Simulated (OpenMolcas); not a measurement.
## NBrO (nitrosyl bromide): the vertical energy of the triplet above the singlet from total energies

NBrO has 3 atoms, charge 0, and is taken as a singlet. As SMILES, `O=NBr`. Geometry: relaxed at PBE0-D4/def2-TZVP.

```xyz
3

O     0.9418   -0.6468    0.4485
N    -0.0449   -0.6365   -0.0929
Br   -0.8968    1.2833   -0.3556
```

Both states at this one shape; open shells run unrestricted unless said. 1 Eh = 27.2114 eV.

| level | program | singlet NBrO (Eh) | triplet NBrO (Eh) |
| --- | --- | --- | --- |
| SVWN5/def2-TZVP | OpenMolcas | -2699.618449 | -2699.539265 |
| M06-2X/def2-TZVP | OpenMolcas | -2704.086387 | -2703.992363 |

Problem. Work out the vertical gap, second state less first, at each level.

Solution. 
1. SVWN5/def2-TZVP: -2699.539265 − (-2699.618449) = 0.079184 Eh = 2.15 eV.
2. M06-2X/def2-TZVP: -2703.992363 − (-2704.086387) = 0.094024 Eh = 2.56 eV.

No measured value is set beside it here; the levels span 2.15 to 2.56 eV. Spin-orbit coupling, which splits open shells on such heavy atoms by tenths of an eV, is left out. All-electron rows are non-relativistic unless named.
